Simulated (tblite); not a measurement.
Compound: C7H12N2.
Bonds: C1–C2, C2–C3 (aromatic), C3–C4 (aromatic), C4–N5 (aromatic), N5–N6 (aromatic), N6–C7, C7–C8, C7–C9, C2–N6 (aromatic). Hydrogens: H10, H11, H12 on C1; H13 on C3; H14 on C4; H15 on C7; H16, H17, H18 on C8; H19, H20, H21 on C9.

Computed geometry: GFN2-xTB, gas phase.

**Question.** Give the optimised bond lengths and angles.

**Answer.** 
| bond | length (Å) |
| --- | --- |
| C1–C2 | 1.487 |
| C2–C3 | 1.380 |
| C3–C4 | 1.399 |
| C4–N5 | 1.317 |
| N5–N6 | 1.333 |
| N6–C7 | 1.446 |
| C7–C8, C7–C9 | 1.528 |
| C2–N6 | 1.353 |
| C1–H10, C1–H11, C1–H12 | 1.089 |
| C3–H13 | 1.071 |
| C4–H14 | 1.072 |
| C7–H15 | 1.095 |
| C8–H16 and 5 like bonds | 1.087 |

Bonds in one row agree within 0.01 Å and their mean is given. A selection of angles:
| angle | degrees |
| --- | --- |
| C1–C2–C3 | 129.9 |
| C1–C2–N6 | 123.9 |
| C3–C2–N6 | 106.2 |
| C2–C3–C4 | 104.9 |
| C3–C4–N5 | 110.9 |
| C4–N5–N6 | 106.2 |
| N5–N6–C7 | 119.4 |
| C2–N6–N5 | 111.9 |
| C2–N6–C7 | 128.8 |
| N6–C7–C8 | 109.3 |
| C8–C7–C9 | 111.1 |

Torsions: N5–N6–C7–C8 61° (synclinal).

The 5 C–C bonds span 1.380 Å (C2–C3, aromatic) to 1.528 Å (C7–C9, drawn single), a spread of 0.148 Å. The 3 C–N bonds span 1.317 Å (C4–N5, aromatic) to 1.446 Å (N6–C7, drawn single), a spread of 0.129 Å. N6 (pyrrole-type nitrogen) is planar (angles 128.8°, 119.4° and 111.9°, sum 360.0°, 0.00 Å off the plane of its three neighbours). Of the pairs four or more bonds apart, C1···H15 is among the closest relative to their van der Waals radii: 2.61 Å, 90 % of the sum of Bondi's values. The 5-membered ring C2–C3–C4–N5–N6 has internal angles of 104.9° to 111.9° (sum 540°, against 540° for a flat polygon); it is planar, 0.00 Å rms from its mean plane, widest ring torsion 0°.

Point group: Cs (tolerance 0.08 Å). Its lowest GFN2-xTB frequency is 15 cm⁻¹, too small to tell a flat minimum from a shallow saddle. One conformer, not necessarily the lowest. 2 starts were optimised and ended at 0.00 and 0.03 kcal/mol (GFN2-xTB); the lowest of these is shown.
